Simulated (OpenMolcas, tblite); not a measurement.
# How methods differ on GeH2ClF (SMILES [F][GeH2][Cl])

GeH2ClF: 5 atoms, total charge 0, spin state singlet. As SMILES, `[F][GeH2][Cl]`. Geometry: relaxed at PBE0-D4/def2-TZVP.

Each level gives the dipole moment (D). The values are calculated.

```
             level            kind     program  value (D)   CPU time
          GFN1-xTB  semi-empirical      tblite       2.36  under 2 s
    HF/aug-cc-pVDZ    Hartree–Fock  OpenMolcas       2.57       12 s
 SVWN5/aug-cc-pVDZ             LDA  OpenMolcas       2.28       21 s
  BLYP/aug-cc-pVDZ             GGA  OpenMolcas       2.21       28 s
r2SCAN/aug-cc-pVDZ        meta-GGA  OpenMolcas       2.28       36 s
 BHLYP/aug-cc-pVDZ   global hybrid  OpenMolcas       2.47       26 s
  PBE0/aug-cc-pVDZ   global hybrid  OpenMolcas       2.34       29 s
```

All-electron rows without a relativistic Hamiltonian named are non-relativistic. The values span 2.21 to 2.57 D. Magnitudes only. Times are those of the runs behind each value, whatever else they computed, on shared processors of several kinds: orders of magnitude only.
